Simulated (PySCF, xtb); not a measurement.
HgI2, SMILES [I][Hg][I].

GFN2-xTB run with xtb at its own geometry gives an orbital gap of 4.67 eV and a dipole moment of 0.00 D.

Geometry: PBE-D3(BJ)/def2-SVP. The isomer is the one that the SMILES or the coordinates give; other isomers of the formula were not compared. The def2 effective core potentials stand for the cores of Hg, I; spin–orbit coupling is left out.

Question: What does HF/def2-TZVPD (PySCF) give? (The exact figures need the calculation; the answer reports its results.)

Answer: gap 10.36 eV (levels -10.14 and 0.22 eV), dipole 0.00 D.
